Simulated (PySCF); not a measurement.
Distances in Å between the heavy atoms of a computed structure (GFN2-xTB; lower triangle, same order across):
```
C1    0.00
N2    1.45  0.00
C3    2.41  1.43  0.00
C4    3.29  2.59  1.53  0.00
C5    3.74  2.52  1.47  1.48  0.00
C6    4.69  3.32  2.75  2.76  1.48  0.00
C7    5.10  3.81  2.76  2.76  1.48  1.51  0.00
```

Hydrogens: 3 on C1, 1 on N2, 1 on C3, 2 on C4, 2 on C6, 2 on C7.

Charge 0, singlet.

Question: Read off the bonds between heavy atoms and their formal orders.

Answer: C1–N2 (single); N2–C3 (single); C3–C4 (single); C4–C5 (single); C5–C6 (single); C6–C7 (single); C3–C5 (single); C5–C7 (single).

Question: Write the SMILES.

Answer: `CNC1CC12CC2`, C6H11N. The mark at the stereocentre is left out: distances alone don't tell a structure from its mirror image. Among its features: amine and cyclopropane ring.

Question: Which rings does it hold (smallest set)?

Answer: C5–C6–C7 (3 members); C3–C4–C5 (3 members).

Question: Classify the heavy atoms.

Answer: C1: N-methyl carbon; N2: secondary amine nitrogen; C3: sp3 carbon bound to nitrogen; C4: three-membered-ring carbon; C5: sp3 carbon at a ring junction; C6: three-membered-ring carbon; C7: three-membered-ring carbon.

The values belong to the conformer `[CH3:1][NH:2][C@@H:3]1[CH2:4][C:5]12[CH2:6][CH2:7]2`: C1–N2–C3–C4 -81°.
